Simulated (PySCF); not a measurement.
# Radial density of Zn⁺ (zinc, charge +1)

UHF, [Ar] 3d10 4s1, 2S determinant. Calculation: PySCF 2.14, in jorge-DZP-DKH (8s6p2d1f, 43 functions); the spin-free X2C one-electron Hamiltonian (Gaussian nucleus).

```csv
r (bohr),4πr²ρ (e/bohr),4πr²(ρα − ρβ)
0.000741,0.2028,0.0001
0.00125,0.5255,0.0002
0.00210,1.274,0.0005
0.00353,3.027,0.0013
0.00593,6.880,0.0028
0.00998,14.33,0.0056
0.0168,25.60,0.0091
0.0282,35.53,0.0098
0.0475,34.24,0.0030
0.0799,29.17,0.0009
0.134,40.21,0.0229
0.226,33.20,-0.0126
0.380,19.43,-0.0217
0.639,24.34,-0.0167
1.08,9.430,0.0732
1.81,1.704,0.4645
3.04,0.3338,0.2968
5.12,0.02301,0.0230
8.61,0.0001380,0.0001
```

Densities and radii are taken from the X2C orbitals without a picture-change correction, which distorts them close to the nucleus.

**Question.** Where is the radial spin density 4πr²(ρα − ρβ) most negative, and why is it negative at all?

**Answer.** Around r = 0.380 bohr, down to -0.0217 e/bohr: exchange with the open shell polarises the paired shells in an unrestricted calculation.
